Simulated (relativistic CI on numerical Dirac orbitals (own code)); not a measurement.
# Exchange splitting of the 4s photoelectron line of Rh⁴⁺

Problem. Rh⁴⁺ ([Kr] 4d5) has the spin S = 5/2. The exchange integral with a hole in 4s, calculated from Dirac-KLI orbitals and scaled by 0.8, is G^2(4s,4d) = 8.199 eV, with l = 2 the orbital momentum of the open shell. Find the splitting and the intensity ratio of the 4s line.

Working.
1. The electron left in 4s couples its spin to S, giving S + ½ = 3 and S − ½ = 2.
2. Van Vleck's theorem gives ΔE = (2S + 1) G^l/(2l + 1) = 6 × 8.199/5 = 9.84 eV, with the high-spin state at lower binding energy.
3. The intensities follow the multiplicities, (2S + 2) : 2S = (S + 1) : S = 1.40.

Check. The full multiplet calculation with spin-orbit coupling puts the centres of the two groups of its strongest lines 9.78 eV apart. Measured splittings are much smaller, often about half, when hole and open shell share n, because correlation inside the n = 4 shell lowers the low-spin state; the low-spin line also loses weight to satellites, so measured ratios exceed (S + 1)/S. The splitting still grows with S and serves to read the spin state.
